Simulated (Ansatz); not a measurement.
A structure relaxed at PBE/def2-TZVP in Ansatz, charge 0, singlet:

Cartesian coordinates in Å:
```
Li 0.9199 -0.3143 0.9097
Li -0.9269 0.4090 -0.8637
Li -0.2021 2.5096 1.2342
Na 0.2091 -2.6044 -1.2801
```

(1) Give its formula and point group.

(2) Summarise the bond lengths by kind (pairs closer than 1.2 times the sum of covalent radii, bridged metal pairs left out).

Answers

(1) the cluster NaLi₃ (the lowest singlet isomer of a short search). Point group C2v (tolerance 0.1 Å).

(2) 3 × Li–Li 2.66 to 3.06 Å; 2 × Li–Na 3.25 Å.

The structure comes from a short search, and lower isomers may exist.
